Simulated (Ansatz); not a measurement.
Calculated with Ansatz (gas phase, PBE0-D4/def2-TZVP geometries, no zero-point term in ΔE). CCSD(T)/CBS is the MP2 limit (def2-TZVPP, def2-QZVPP) plus CCSD(T) − MP2 in def2-TZVPP, frozen cores. DFT in def2-TZVPP. B3LYP here is the variant with VWN-RPA as its local correlation; programs differ in this. Each species was taken in one conformer, which may not be the lowest.

Consider the redistribution: `NP(O)S` + `BSCO` → `NP(O)O` + `BSCS`.

`NP(O)S`:

```xyz
8

N    -0.079   -0.150    1.427
P    -0.180   -0.654   -0.164
O     1.161   -0.032   -0.908
S    -1.579    0.858   -0.687
H     0.139    0.814    1.640
H     0.330   -0.802    2.077
H     1.620   -0.736   -1.376
H    -1.411    0.702   -2.009
```

`BSCO`:

Z-matrix (Å, degrees):
```
C
S 1 1.834
O 1 1.389 2 113.0
H 1 1.090 2 106.8 3 -117.3
H 1 1.094 2 106.9 3 125.4
B 2 1.754 1 103.7 3 -104.3
H 3 0.962 1 108.7 2 64.4
H 6 1.195 2 120.5 1 -1.2
H 6 1.192 2 117.0 1 178.8
```

`NP(O)O`:

Cartesian coordinates in Å:
```
N 0.262 -1.216 -0.412
P -0.656 0.030 0.222
O 0.386 0.630 1.346
O -0.358 1.186 -0.905
H -0.245 -1.893 -0.961
H 1.160 -0.981 -0.818
H 0.225 0.222 2.202
H -0.775 2.022 -0.674
```

`BSCS`:

Cartesian coordinates in Å:
```
B 1.365 -1.123 -0.241
S 0.940 0.179 0.849
C -0.448 1.016 0.029
S -2.037 0.786 0.839
H 0.773 -1.284 -1.266
H 2.265 -1.825 0.104
H -0.481 0.699 -1.012
H -0.257 2.089 0.064
H -2.120 -0.538 0.634
```

```csv
level,ΔE (kJ/mol)
BLYP-D4,-44.4
r2SCANh-D4,-49.5
B3LYP,-49.2
r2SCANh,-49.4
```

Q: What does CCSD(T)/CBS give? (Best estimate.)

A: Computed: -56.3 kJ/mol. The listed levels differ from it by 11.9, 6.8, 7.1, 6.9 kJ/mol.

Largest T1 diagnostic among the species: 0.014.

From BLYP to BHLYP (50 % exact exchange), in def2-TZVPP and without D4, ΔE moves by −10.7 kJ/mol. Leaving LDA and LC-ωPBE aside and taking each functional with its dispersion term where it has one, the values, not all of them listed here, spread over 15.9 kJ/mol, from ωB97M-V to revPBE-D4. LDA lies −3.6 kJ/mol from PBE without D4.
